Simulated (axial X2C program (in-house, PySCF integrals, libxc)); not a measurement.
**Low determinants of N²⁺**

Computed with an in-house all-electron X2C program for linear molecules (integrals from PySCF), basis dyall-v3z (cores contracted in-house), spin-free (one-electron X2C) and two-component (2c, atomic mean-field Coulomb and Gaunt terms). Energies in eV from the lowest row of each column (rows without correlated energies are left out; n/a marks j-coupled starts, which PBE0 does not hold); electrons by l are Mulliken totals of the Hartree–Fock solution, and PBE0 can relax to another configuration under the same block occupation. Coupled cluster uses truncated natural virtuals with an MP2 remainder. Frozen shells in the correlated columns: 1 s.

The low spin-free determinants:

| electrons by l | M_S, M_L | HF | MP2 | PBE0 |
| --- | --- | --- | --- | --- |
| s4 p1 | 1/2, 0 | 0.00 | 0.00 | 0.00 |
| s4 p1 | 1/2, 1 | 0.08 | 0.01 | 0.17 |

And the two-component ones:

```json
{"electrons by l": "s4 p1", "2M_J": "1", "HF": "0.02", "MP2": "0.00", "PBE0": "0.00"}
{"electrons by l": "s4 p1", "2M_J": "1", "HF": "0.10", "MP2": "0.00", "PBE0": "0.17"}
{"electrons by l": "s4 p1", "2M_J": "1", "HF": "0.00", "MP2": "0.01", "PBE0": "n/a"}
{"electrons by l": "s4 p1", "2M_J": "3", "HF": "0.11", "MP2": "0.02", "PBE0": "0.18"}
```

Ground level as tabulated from the NIST Atomic Spectra Database (leading term): 2S+1 = 2, L = 1, J = 1/2.

Single determinants need not be terms or J levels, so several rows can belong to one term; PBE0 has no current term and treats spin collinearly, and Hartree–Fock breaks spherical symmetry, which spreads rows that should be degenerate. The search is wide but not exhaustive and can miss a configuration; gaps between s and d configurations can be off by some tenths of an eV with this basis and core.

The run took 3.7 s on 1 thread of Intel(R) Xeon(R) 6975P-C (Granite Rapids), with other jobs on the host.
